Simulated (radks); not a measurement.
The numbers below are computed, except where a source is named.
Trend from Lu3+ to Hg3+: ionisation energy by Delta-SCF between NIST ground configurations, and size. Level of theory: Dirac Kohn-Sham, PBE, spin-unpolarised, spherical densities, finite nucleus; open shells fill j = l - 1/2 first; Fermi nuclear charge, rms radius of each element as measured or else 0.836 A^(1/3) + 0.57 fm (a radial shooting solver on a logarithmic mesh with Libxc functionals).

| species | configuration | configuration of the ion | IE (eV) | NIST (eV) | kind | outermost | <r> outermost (bohr) | r at 0.001 e/bohr^3 (bohr) |
|---|---|---|---|---|---|---|---|---|
| Lu3+ | [Xe] 4f14 | [Xe] 4f13 | 45.886 | 45.25 | semi-emp. | 5p3/2 | 1.40 | 3.06 |
| Hf3+ | [Xe] 4f14 5d1 | [Xe] 4f14 | 33.246 | 33.37 | semi-emp. | 5d3/2 | 1.92 | 3.27 |
| Ta3+ | [Xe] 4f14 5d2 | [Xe] 4f14 5d1 | 35.434 | 35 | theory | 5d3/2 | 1.82 | 3.38 |
| W3+ | [Xe] 4f14 5d3 | [Xe] 4f14 5d2 | 37.607 | 38.2 | semi-emp. | 5d3/2 | 1.74 | 3.41 |
| Re3+ | [Xe] 4f14 5d4 | [Xe] 4f14 5d3 | 39.759 | 39 | theory | 5d3/2 | 1.66 | 3.41 |
| Os3+ | [Xe] 4f14 5d5 | [Xe] 4f14 5d4 | 40.628 | 41 | theory | 5d5/2 | 1.63 | 3.39 |
| Ir3+ | [Xe] 4f14 5d6 | [Xe] 4f14 5d5 | 42.701 | 40 | theory | 5d5/2 | 1.57 | 3.37 |
| Pt3+ | [Xe] 4f14 5d7 | [Xe] 4f14 5d6 | 44.750 | 43 | theory | 5d5/2 | 1.51 | 3.33 |
| Au3+ | [Xe] 4f14 5d8 | [Xe] 4f14 5d7 | 46.780 | 45 | theory | 5d5/2 | 1.46 | 3.29 |
| Hg3+ | [Xe] 4f14 5d9 | [Xe] 4f14 5d8 | 48.793 | 48.6 | exp. | 5d5/2 | 1.41 | 3.25 |

Reference values: NIST Atomic Spectra Database (exp. = measured, semi-emp. = semi-empirical, theory = theoretical value adopted there). Spin polarisation and multiplet splitting are left out, so open shells lie too high by an amount that depends on their filling.

Beside tabulated values, note that spin-unpolarised runs miss the spin-polarisation part of the exchange energy of open shells.
